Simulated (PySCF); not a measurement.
Excitation energy of Ti²⁺ by level of theory

Ti²⁺ [Ar] 3d2 (3F) → Ti²⁺ [Ar] 3d1 4s1 (3D), as a difference of total energies. Calculation: PySCF 2.14, in ANO-RCC-VTZP (6s5p3d2f1g, 59 functions); scalar relativity by spin-free X2C-1e. Correlated levels: valence: [Ar] frozen. The calculations carry no spin-orbit coupling.

| method | excitation energy (eV) |
| --- | --- |
| UHF | 4.595 |
| MP2 (valence) | 4.632 |
| SCS-MP2 (valence) | 4.608 |
| CCSD (valence) | 4.636 |

Q: How much does correlation contribute at MP2 (valence)?

A: 4.632 − (4.595) = 0.037 eV, measured against UHF.

A first-order spin-orbit estimate (lowest level to lowest level, LS coupling) adds 0.006 eV.

The basis was made for the ground configuration and has no added diffuse functions, so the excitation energy can come out too high.

With two correlated electrons CCSD is exact in that space.
